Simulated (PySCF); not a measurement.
C7H13 (doublet state).
SMILES with atom numbers: `[CH2:1][CH2:2][C:3]([CH3:4])([CH3:5])[CH:6]=[CH2:7]` (hydrogens: H8, H9 on C1; H10, H11 on C2; H12, H13, H14 on C4; H15, H16, H17 on C5; H18 on C6; H19, H20 on C7)

Geometry (GFN2-xTB, Å), atoms numbered from 1 in this order:
```xyz
20
C7H13 angstrom
C      1.615    1.566   -0.091
C      1.090    0.464   -0.903
C     -0.062   -0.337   -0.200
C     -0.512   -1.459   -1.143
C      0.471   -0.942    1.096
C     -1.222    0.592    0.013
C     -1.775    0.932    1.162
H      0.995    2.415    0.123
H      2.562    1.491    0.405
H      1.885   -0.241   -1.150
H      0.667    0.853   -1.837
H     -1.315   -2.032   -0.683
H      0.314   -2.134   -1.356
H     -0.877   -1.053   -2.084
H     -0.302   -1.525    1.591
H      0.813   -0.158    1.768
H      1.311   -1.599    0.881
H     -1.620    1.008   -0.906
H     -2.612    1.610    1.201
H     -1.431    0.559    2.110
```

The hyperfine couplings belong to this conformer and change with its torsions.

Level of theory: PySCF 2.14.0, UKS B3LYP, pcH-1 on C H, non-relativistic, mean-field spin-orbit, GIAO. Isolated species at its GFN2-xTB geometry (one conformer only). A GFN2-xTB geometry isn't a minimum of the functional, and hyperfine couplings can be far from their values at a DFT geometry. No stability test was run, so a lower SCF solution isn't excluded.

Problem. The isotropic 13C couplings are +91.8, +66.9, -33.7, -1.8, +1.2 MHz. Assign them to C1; C2; C3; C6; C7.

Solution. 
```csv
site,a_iso (MHz),ρ(0) (bohr⁻³),position,distance from C1 (Å),spin population,largest |T| (MHz)
C1,+91.8,+0.0817,largest spin population,0.00,+1.08,160.9
C2,-33.7,-0.0300,1 bond from C1,1.47,-0.09,2.5
C3,+66.9,+0.0595,2 bonds from C1,2.54,+0.06,13.5
C6,-1.8,-0.0016,3 bonds from C1,3.00,0.00,1.3
C7,+1.2,+0.0011,4 bonds from C1,3.67,0.00,0.7
```

ρ(0) is the spin density at the nucleus and T the dipolar tensor; entries for several nuclei are means. Largest spin populations (Mulliken): C1 (+1.08) and C2 (-0.09). C1 is the only atom above +0.15. The angles at C1 add up to 359.5°, so it is planar; its axial dipolar tensor and the negative couplings of its protons fit spin in a p orbital normal to that plane.

Examples of negative spin density at the nucleus (bohr⁻³): C2 (-0.0300), H8/H9 (-0.0140) and C6 (-0.0016).

Class means assume fast exchange of nuclei equivalent by connectivity; if that motion is slow, each nucleus keeps its own coupling. The six 1H nuclei of mean +0.9 MHz run from -1.2 to 5.3 MHz in the frozen geometry. The 1H value of +46.0 MHz is a mean of couplings from 7.6 to 84.5 MHz in this one geometry, not an average over conformers.

Time: 80 s of wall time (grids of density and orbitals included); peak memory 0.98 GiB. Hardware: Arm Neoverse V1, one thread, on a shared host.
